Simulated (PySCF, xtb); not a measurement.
benzonitrile (C₇H₅N), SMILES c1cc(C#N)ccc1.

Geometry optimised at PBE0-D3(BJ)/def2-SVP.

These are C-PCM-ωB97X/def2-SVP (PySCF) values and carry that method's errors.

The values are the electrostatic part of the solvation free energy, E(continuum) − E(gas) at the gas-phase geometry, in a cavity of scaled van der Waals radii (PySCF's table); cavitation and dispersion terms are not included. In vacuum the orbital gap is 10.43 eV. The dipole moment in vacuum is 4.44 D.

| solvent | ε | ΔG(elec) (kcal/mol) | dipole (D) | gap (eV) |
|---|---|---|---|---|
| water | 78.36 | -6.1 | 5.73 | 10.43 |
| benzene | 2.27 | -3.2 | 5.08 | 10.43 |
| chlorobenzene | 5.70 | … | … | … |

Task: What belongs in the gaps? (The exact figures need the calculation; the answer reports its results.)

Result: 
- chlorobenzene, ΔG(elec) (kcal/mol): -5.0
- chlorobenzene, dipole (D): 5.46
- chlorobenzene, gap (eV): 10.43

For comparison, GFN2-xTB/ALPB(water) (xtb, at the GFN2-xTB geometry, all terms of that model) gives -5.8 kcal/mol.
